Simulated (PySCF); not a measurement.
A GIAO shielding run with PySCF 2.14 (density fitting, non-relativistic, gas phase) on SMILES O1[Si@H](C#C)C=C(CCl)[SiH2]1, C₅H₇ClOSi₂:

```
$ OMP_NUM_THREADS=1 python probes_run.py task.json out

{"job": {"kind": "nmr", "xc": "PBE0", "basis": "pcSseg-1"}, "charge": 0, "multiplicity": 1}
C     -3.188831     0.313680    -2.297425
C     -2.532307     0.488486    -1.305692
Si    -1.513943     0.785390     0.210066
C      0.311740     0.989519    -0.225173
C      1.079434    -0.001333     0.237265
C      2.546255    -0.080170     0.004234
Cl     3.404955    -0.192441     1.571834
Si     0.113904    -1.301043     1.230599
O     -1.364081    -0.618833     1.057793
H     -3.763682     0.151769    -3.164304
H     -2.090735     1.771444     1.115333
H      0.721082     1.806900    -0.804141
H      2.810947    -0.984865    -0.546144
H      2.939243     0.797974    -0.511684
H      0.419922    -1.318433     2.653052
H      0.098498    -2.599099     0.565428
```

Hardware: 1 thread of an Arm Neoverse N1, shared host. The job also computes population analyses, field gradients, ring-centre shieldings.

**Question.** How large is the calculation?

**Answer.** 90 electrons, 209 basis functions and 1153 auxiliary functions.

**Question.** How long does it take, and how much memory does it need?

**Answer.** 89 s of wall time, with 14 SCF cycles and 5 response iterations; peak memory 0.95 GiB. Times on a shared host scatter by some tens of per cent.
